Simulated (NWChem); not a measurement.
# MoNH$_{2}$SOCl; SMILES [NH]=[Mo]([OH])(=[S])[Cl]

```xyz
7

Mo    -0.2304    -0.0856    -0.0394
N     -0.9005    -0.2280    -1.6025
H     -0.9376    -0.6015    -2.5507
S      1.2861    -1.5383     0.1589
Cl     0.6706     2.0000     0.1272
O     -1.5693    -0.3902     1.2159
H     -2.5040    -0.4726     0.9895
```
Atoms are numbered in this order, from 1.

All runs: NWChem. Structure relaxed at the PBE0/def2-SVP level. Not confirmed as a minimum by frequencies. def2 effective core potentials on Mo; no spin-orbit coupling.

Task: Estimate the computed values for PBE/def2-SVP. Quantities: highest occupied level (eV); orbital gap (eV); dipole (D).

Result: 
```json
{
 "highest occupied level (eV)": "-6.36",
 "orbital gap (eV)": "3.01",
 "dipole (D)": "3.41"
}
```
